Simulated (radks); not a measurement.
The numbers below are computed, except where a source is named.
Spherical quantum dot in the effective-mass picture: electrons in a hard-walled sphere of radius 3.62, with a point charge +1 (a donor) at the centre, all in effective atomic units (hartree* = m*/eps^2 hartree, bohr* = eps/m* bohr), one dielectric constant everywhere. Level of theory: non-relativistic Kohn-Sham, LDA (Slater exchange, Perdew-Wang correlation), spin-polarised, spherical densities (a radial shooting solver with Libxc functionals). Levels are named by radial order and angular momentum (1s, 1p, 1d, 2s, ...), and open shells are averaged over m.

N = 12, configuration 1s2 1p6 1d(up 4, down 0). This is the lowest configuration that the search found. Occupied and some empty levels:

level    occupation  eigenvalue (hartree*)  <r> (bohr*)
1s up             1                 4.1597        2.003
1s down           1                 4.2180        1.948
1p up             3                 4.4741        2.360
1p down           3                 4.5490        2.350
1d up             4                 4.8788        2.500
1d down           0                 4.9578        2.497
2s up             0                 5.0281        1.566
2s down           0                 5.0586        1.601
1f up             0                 5.3988        2.597
1f down           0                 5.4793        2.597
2p up             0                 6.0276        1.853
2p down           0                 6.0697        1.850

Energy (hartree*): total 28.5976, kinetic 11.136, external -5.7172, Hartree 27.784, exchange-correlation -4.6057.
